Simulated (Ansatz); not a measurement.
Consider the cleavage of the B–Si bond: `B[SiH](F)F` + `Cl[SiH2][SeH]` → `B[Se][SiH2]Cl` + `F[SiH2]F`.

Isolated molecules relaxed with PBE0-D4/def2-TZVP in Ansatz; ΔE leaves out vibrations. CCSD(T)/CBS is the MP2 limit (def2-TZVPP, def2-QZVPP) plus CCSD(T) − MP2 in def2-TZVPP, frozen cores. This one scheme is used for every species. For Se outer-core shells are correlated without core-valence functions, which leaves a few kJ/mol of doubt a bond. Scalar relativity is left out up to krypton. One conformer a species, not always the lowest.

`B[SiH](F)F`:

Z-matrix (Å, degrees):
```
Si
F 1 1.594
F 1 1.594 2 106.1
B 1 2.012 2 111.5 3 121.5
H 1 1.486 2 107.5 3 -114.7
H 4 1.194 1 120.9 2 -150.9
H 4 1.194 1 120.9 2 32.7
```

`Cl[SiH2][SeH]`:

```xyz
6

Cl   -1.818    1.296    0.732
Si   -0.360   -0.089    0.341
Se    0.958    0.826   -1.266
H     0.395   -0.343    1.589
H    -1.010   -1.335   -0.124
H     1.835   -0.355   -1.271
```

`B[Se][SiH2]Cl`:

Cartesian coordinates in Å:
```
B -0.068 0.146 1.804
Se 1.378 -0.151 0.588
Si 0.137 -0.239 -1.323
Cl -0.235 1.640 -2.056
H 0.224 0.258 2.953
H -1.192 0.207 1.415
H 0.918 -0.975 -2.341
H -1.162 -0.886 -1.041
```

`F[SiH2]F`:

Z-matrix (Å, degrees):
```
Si
F 1 1.586
F 1 1.586 2 108.0
H 1 1.474 2 108.5 3 117.4
H 1 1.474 2 108.5 3 -117.4
```

```tsv
species	SCS-MP2/def2-TZVPP energy (Eh)
`B[SiH](F)F`	-515.16460
`Cl[SiH2][SeH]`	-3150.69926
`B[Se][SiH2]Cl`	-3176.08348
`F[SiH2]F`	-489.82971
```

Task: Work out ΔE.

Result: ΔE = (-3176.08348) + (-489.82971) − (-515.16460) − (-3150.69926) = -0.04933 Eh = -129.5 kJ/mol. CCSD(T)/CBS gives -125.9 kJ/mol.

Largest T1 diagnostic among the species: 0.012.

The D4 term adds −3.1 kJ/mol with B3LYP and −1.8 kJ/mol with PBE0; it sums over pairs of atoms, weighted by their polarisabilities, and B3LYP, whose exchange is more repulsive, gets the larger term. In def2-TZVPP, CCSD(T) changes the Hartree–Fock value by −15.6 kJ/mol (the triples alone add −4.7 kJ/mol) and MP2 by −26.3 kJ/mol.

B3LYP here is the variant with VWN-RPA as its local correlation; programs differ in this.
